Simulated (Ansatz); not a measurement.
Stepwise reaction of `[O]=[W]([OH])([OH])([OH])[F]` with hydrogen fluoride, as a gas-phase model of exchange steps in deposition or etching. ΔE in kJ/mol.

Calculated with Ansatz (gas phase, PBE0-D4/def2-TZVP geometries, no zero-point term in ΔE). CCSD(T)/CBS is the MP2 limit (def2-TZVPP, def2-QZVPP) plus CCSD(T) − MP2 in def2-TZVPP, frozen cores. This one scheme is used for every species. DFT in def2-TZVPP. B3LYP here is the variant with VWN-RPA as its local correlation; programs differ in this. Elements past krypton have def2 core potentials. For W outer-core shells are correlated without core-valence functions, which leaves a few kJ/mol of doubt a bond. One conformer a species, not always the lowest.

```tsv
step	reaction	PBE-D4	B3LYP-D4	ωB97M-V	CCSD(T)/CBS
1	`[O]=[W]([OH])([OH])([OH])[F]` + H–F → `[O]=[W]([OH])([OH])([F])[F]` + H₂O	-29.4	-27.8	-28.2	-20.4
2	`[O]=[W]([OH])([OH])([F])[F]` + H–F → `[O]=[W]([OH])([F])([F])[F]` + H₂O	-37.5	-36.7	-37.3	-31.3
```

**Question.** Give the row of step 3, `[O]=[W]([OH])([F])([F])[F]` + H–F → `[O]=[W]([F])([F])([F])[F]` + H₂O. (An estimate is asked.)

**Answer.** The calculation gave: 
```
step                                                                reaction  PBE-D4  B3LYP-D4  ωB97M-V  CCSD(T)/CBS
   3  `[O]=[W]([OH])([F])([F])[F]` + H–F → `[O]=[W]([F])([F])([F])[F]` + H₂O   -29.2     -28.0    -30.4        -24.9
```

**Question.** By hand: ΔE of the 3 steps together at CCSD(T)/CBS.

**Answer.** (-20.4) + (-31.3) + (-24.9) = -76.6 kJ/mol, or -25.5 kJ/mol a step.

In ΔE step 2 is the lowest and step 1 the highest. All are downhill at CCSD(T)/CBS. PBE-D4 differs from CCSD(T)/CBS by -9.0 to -4.3 kJ/mol a step. Only this route is followed, and other bonds may react first. Isolated molecules leave out the surface, adducts and barriers. Largest T1 diagnostic: 0.021.
